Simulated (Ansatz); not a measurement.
The cluster Au2Cl2⁻. Total charge -1; doublet. Geometry PBE0-D4/def2-SVP, that of the neutral singlet.

```tsv
atom	x (Å)	y (Å)	z (Å)
Au1	-0.919	-0.262	1.014
Au2	0.918	0.262	-1.014
Cl3	1.092	-1.715	0.545
Cl4	-1.091	1.716	-0.545
```

In the def2 sets Au takes a core potential; there is no spin–orbit coupling. At PBE-D4/def2-TZVPD the highest occupied level of the charge -1 doublet lies above zero (up to 0.07 eV). By energy differences its removal costs 2.18 eV (vertical, to the charge 0 singlet, at PBE-D4/def2-TZVPD); a positive level beside a positive removal energy at the same level points to self-interaction error. The structure comes from a short search, and lower isomers may exist.

Estimate the α-spin orbital energies around the gap (eV) in Ansatz with PBE-D4/def2-TZVPD, r2SCAN-D4/def2-TZVPD, PBE0-D4/def2-TZVPD.


```json
{"orbital": "HOMO−5", "PBE-D4/def2-TZVPD": "-2.32", "r2SCAN-D4/def2-TZVPD": "-2.60", "PBE0-D4/def2-TZVPD": "-3.91"}
{"orbital": "HOMO−4", "PBE-D4/def2-TZVPD": "-2.28", "r2SCAN-D4/def2-TZVPD": "-2.55", "PBE0-D4/def2-TZVPD": "-3.68"}
{"orbital": "HOMO−3", "PBE-D4/def2-TZVPD": "-1.95", "r2SCAN-D4/def2-TZVPD": "-2.21", "PBE0-D4/def2-TZVPD": "-3.31"}
{"orbital": "HOMO−2", "PBE-D4/def2-TZVPD": "-1.54", "r2SCAN-D4/def2-TZVPD": "-1.79", "PBE0-D4/def2-TZVPD": "-2.80"}
{"orbital": "HOMO−1", "PBE-D4/def2-TZVPD": "-1.37", "r2SCAN-D4/def2-TZVPD": "-1.61", "PBE0-D4/def2-TZVPD": "-2.61"}
{"orbital": "HOMO", "PBE-D4/def2-TZVPD": "0.07", "r2SCAN-D4/def2-TZVPD": "-0.07", "PBE0-D4/def2-TZVPD": "-0.35"}
{"orbital": "LUMO", "PBE-D4/def2-TZVPD": "0.53", "r2SCAN-D4/def2-TZVPD": "0.41", "PBE0-D4/def2-TZVPD": "1.11"}
{"orbital": "LUMO+1", "PBE-D4/def2-TZVPD": "3.08", "r2SCAN-D4/def2-TZVPD": "3.32", "PBE0-D4/def2-TZVPD": "3.52"}
{"orbital": "LUMO+2", "PBE-D4/def2-TZVPD": "3.08", "r2SCAN-D4/def2-TZVPD": "3.65", "PBE0-D4/def2-TZVPD": "3.64"}
{"orbital": "LUMO+3", "PBE-D4/def2-TZVPD": "3.43", "r2SCAN-D4/def2-TZVPD": "3.91", "PBE0-D4/def2-TZVPD": "3.89"}
{"orbital": "LUMO+4", "PBE-D4/def2-TZVPD": "3.84", "r2SCAN-D4/def2-TZVPD": "4.18", "PBE0-D4/def2-TZVPD": "4.31"}
{"orbital": "LUMO+5", "PBE-D4/def2-TZVPD": "3.85", "r2SCAN-D4/def2-TZVPD": "4.43", "PBE0-D4/def2-TZVPD": "4.40"}
{"orbital": "β HOMO", "PBE-D4/def2-TZVPD": "-1.16", "r2SCAN-D4/def2-TZVPD": "-1.31", "PBE0-D4/def2-TZVPD": "-2.33"}
{"orbital": "β LUMO", "PBE-D4/def2-TZVPD": "0.44", "r2SCAN-D4/def2-TZVPD": "0.66", "PBE0-D4/def2-TZVPD": "1.36"}
```
